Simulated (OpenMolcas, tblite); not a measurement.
SiCl2OF (SMILES [O][Si](F)(Cl)Cl): methods side by side

SiCl2OF: 5 atoms, total charge 0, spin state doublet. SMILES: `[O][Si](F)(Cl)Cl`. Geometry: relaxed at PBE0-D4/def2-TZVP.

Quantity: the dipole moment, in D. The values are calculated.

```
           level            kind     program  value (D)   CPU time
        GFN2-xTB  semi-empirical      tblite       2.46  under 2 s
       IPEA1-xTB  semi-empirical      tblite       2.68  under 2 s
     UHF/cc-pVDZ    Hartree–Fock  OpenMolcas       0.59       16 s
  USVWN5/cc-pVDZ             LDA  OpenMolcas       1.42       37 s
U-revPBE/cc-pVDZ             GGA  OpenMolcas       1.09       59 s
   UTPSS/cc-pVDZ        meta-GGA  OpenMolcas       0.99       78 s
  UB3LYP/cc-pVDZ   global hybrid  OpenMolcas       0.85       68 s
```

The values span 0.59 to 2.68 D. Magnitudes only. CPU times are rough (shared hosts, several kinds of processor): they show what a rung costs within a factor of a few.
